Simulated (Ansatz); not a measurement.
Relaxing a trial structure of CH3FSn

The starting geometry of this gas-phase triplet is a saddle point at B3LYP-D3(BJ)/def2-SVP, pushed by 0.25 Å along its imaginary mode; its bonds are those of `[CH3][Sn][F]`.

```csv
atom,x (Å),y (Å),z (Å)
C,-1.1665,-0.3731,-1.7656
F,1.9462,0.6770,-0.7205
Sn,0.9554,-1.0132,-0.9901
H,-1.4176,0.4399,-1.0468
H,-0.9890,-0.0578,-2.8089
H,-1.7915,-1.3085,-1.6514
```

Q: Predict what becomes of its bonds when it is optimised with B3LYP-D3(BJ)/def2-SVP.

A: It keeps its bonds, and is `[CH3][Sn][F]`.

The energy falls by 0.04 eV over 18 steps:

```csv
step,E − E(last) (eV)
1,0.038
3,0.009
5,0.008
7,0.007
9,0.006
10,0.004
12,0.001
14,0.000
16,0.000
18,0.000
```

Final geometry (Å):

```
atom    x (Å)    y (Å)    z (Å)
   C  -1.1452  -0.3842  -1.8059
   F   1.7211   0.5861  -0.2880
  Sn   1.0998  -0.9363  -1.3867
   H  -1.1539   0.5621  -1.2508
   H  -1.2387  -0.2807  -2.8909
   H  -1.7459  -1.1828  -1.3609
```

Frequencies at the end are all real (lowest 71 cm⁻¹). Open shells are spin-unrestricted. The triplet needn't be the ground state. Atoms past krypton carry core potentials, without spin–orbit terms. Run with Ansatz 0.2.0, 3.7 min on 1 thread of AMD EPYC (Zen 3) (shared host).
